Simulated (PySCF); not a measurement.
B(CCH)(Cl)(OMe) (C3H4BClO), SMILES O(C)B(Cl)C#C.

Geometry: PBE0-D3(BJ)/def2-SVP. The structure was generated by enumeration, and PubChem lists no compound with its InChIKey, so it may never have been made. The values are those of a single conformer.

All values below come from PBE/def2-TZVP in PySCF.

Symmetry labels are those of the subgroup Cs that the program uses (full group Cs).

Computed valence orbital energies around the gap with their symmetry:
```
orbital  symmetry  energy (eV)
-------  --------  -----------
HOMO−7         A"       -11.65
HOMO−6         A'       -10.02
HOMO−5         A"        -8.92
HOMO−4         A'        -8.01
HOMO−3         A'        -7.84
HOMO−2         A"        -7.68
HOMO−1         A"        -7.15
HOMO           A'        -6.96
LUMO           A"        -2.14
LUMO+1         A'        -0.59
LUMO+2         A'         0.36
LUMO+3         A'         1.26
```
